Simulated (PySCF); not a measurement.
## CdN: energy against distance

Set-up: PySCF, spin-free X2C with a Gaussian nucleus, basis sets Cd x2c-TZVPPall, N x2c-TZVPPall. Energies in eV from Cd + N in their ground configurations at the same level. All curves are PBE0. state 1: ⁴Σ⁻ (quartet), unpaired electrons σ ↑, π ↑↑; state 2: Ms = 0.5 determinant of mixed spin (⟨S²⟩ near 1.8), unpaired electrons σ ↓, π ↑↑, a second solution, started from another occupation; state 3: Ms = 0.5 determinant of mixed spin (⟨S²⟩ near 1.8), unpaired electrons σ ↑, π ↑↓, a mixture of terms (⟨Lz²⟩ = 2.0), a second solution, started from another occupation; state 4: Ms = 0.5 determinant of mixed spin (⟨S²⟩ near 1.1), unpaired electrons π ↑, a second solution, started from another occupation.

```
R (Å)  state 1  state 2  state 3  state 4
2.027   0.0604   0.4478   0.8071   0.8427
2.121  -0.0843   0.3451   0.6914   0.8981
2.216  -0.1509   0.3320   0.6585   1.0176
2.286  -0.1694   0.3596   0.6674   1.1319
2.357  -0.1718   0.4070   0.6934   1.2575
2.428  -0.1645   0.4661   0.7291   1.3883
2.522  -0.1474   0.5525   0.7828   1.5625
2.640  -0.1227   0.6592   0.8492   1.7697
2.781  -0.0957   0.7722   0.9183   1.9927
2.970  -0.0685   0.8886   0.9879   2.2398
```

**Question.** Put a parabola through the three lowest points of the state 1 curve and estimate Re, k and ωe (reduced mass 12.47 u; 1 eV/Å² = 0.16022 mdyn/Å; ωe = 1302.8·√(k/μ) cm⁻¹).

**Answer.** Through R = 2.286, 2.357, 2.428 Å the second-order coefficient is 0.962 eV/Å², so Re ≈ 2.339 Å, k ≈ 0.308 mdyn/Å and ωe ≈ 205 cm⁻¹. A polynomial fit of higher order to the unrounded PBE0 energies gives Re = 2.334 Å, k = 0.362 mdyn/Å, ωe = 222 cm⁻¹; anharmonicity and rounding make the difference.

The higher-order fit for each curve: state 1: Re = 2.334 Å, ωe = 222 cm⁻¹, De = 0.172 eV; state 2: Re = 2.185 Å, ωe = 396 cm⁻¹, minimum 0.329 eV above the ground-state fragments; state 3: Re = 2.223 Å, ωe = 336 cm⁻¹, minimum 0.66 eV above the ground-state fragments. State 4 gave no clean fit.

The bond is weak. Basis-set superposition, not corrected here, can be much of De in a small basis, most of all at correlated wavefunction levels. Functionals without a dispersion term scatter widely for such bonds, and LDA overbinds them. Spin–orbit coupling is left out. The state is the lowest determinant that a PBE0 search found; another state may lie lower at other levels.
